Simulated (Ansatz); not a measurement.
Reaction (ligand exchange at the Si–O bond): `N[SiH](Cl)O[SiH3]` + `COB(C)O` → `COB(C)O[SiH3]` + `N[SiH](O)Cl`

Program: Ansatz. Geometries: PBE0-D4/def2-TZVP. ΔE: electronic, gas phase. CBS: MP2 limit from def2 TZ/QZ plus the TZ coupled-cluster correction, frozen cores. Functionals use def2-TZVPP. B3LYP here is the variant with VWN-RPA as its local correlation; programs differ in this. One conformer a species, not always the lowest.

| level | ΔE (kJ/mol) | difference from CCSD(T)/CBS |
| --- | --- | --- |
| PBE-D4 | 13.7 | -1.0 |
| PBE0-D4 | 14.8 | 0.1 |
| ωB97M-V | 15.0 | 0.3 |
| r2SCAN | 14.7 | 0.0 |
| PBE0 | 14.4 | -0.3 |
| B3LYP | 14.6 | -0.1 |
| HF/def2-TZVPP | 18.0 | 3.3 |
| SCS-MP2/def2-TZVPP | 15.7 | 1.0 |
| MP2/def2-QZVPP | 15.0 | 0.3 |
| CCSD/CBS(def2) | 15.3 | 0.6 |
| CCSD(T)/CBS | 14.7 | 0 |

Largest T1 diagnostic among the species: 0.012.

In def2-TZVPP, CCSD(T) changes the Hartree–Fock value by −3.1 kJ/mol (the triples alone add −0.6 kJ/mol) and MP2 by −3.1 kJ/mol.
